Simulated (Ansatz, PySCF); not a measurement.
Gas-phase reaction in SMILES: NC=O + 3 [H][H] (H2) -> C (CH4) + N (NH3) + O (H2O)
Each molecule is optimised on its own at B3LYP-D3(BJ)/def2-TZVP (Ansatz, a program for electronic structure), one conformer each, not searched for the lowest.

Quantity: energy of full hydrogenation (enthalpy at 298 K, with B3LYP-D3(BJ) rigid-rotor harmonic-oscillator terms from PySCF), in kcal/mol. Valence correlation only, unless marked. Spin-orbit coupling is left out. Non-relativistic. CBS marks a two-point X^-3 extrapolation of the correlation energy; Hartree-Fock from the larger set. [CCSD(T)-MP2]/basis is that difference in the basis named.

RI-MP2/CBS(aug-cc-pVTZ,aug-cc-pVQZ)+[CCSD(T)-MP2]/aug-cc-pVTZ (Ansatz) gives -42.0 kcal/mol.

Task: Another calculation gave -41.7 kcal/mol. Which level was it?
(A) MN15/def2-TZVPD (PySCF)
(B) TPSSh/def2-TZVPD (PySCF)
(C) PBE-QIDH/def2-TZVPD (Ansatz)
(D) CAM-B3LYP/def2-TZVPD (Ansatz)

Result: C, PBE-QIDH/def2-TZVPD (Ansatz). The others give -39.2 (CAM-B3LYP), -31.4 (TPSSh), -35.7 (MN15) kcal/mol.
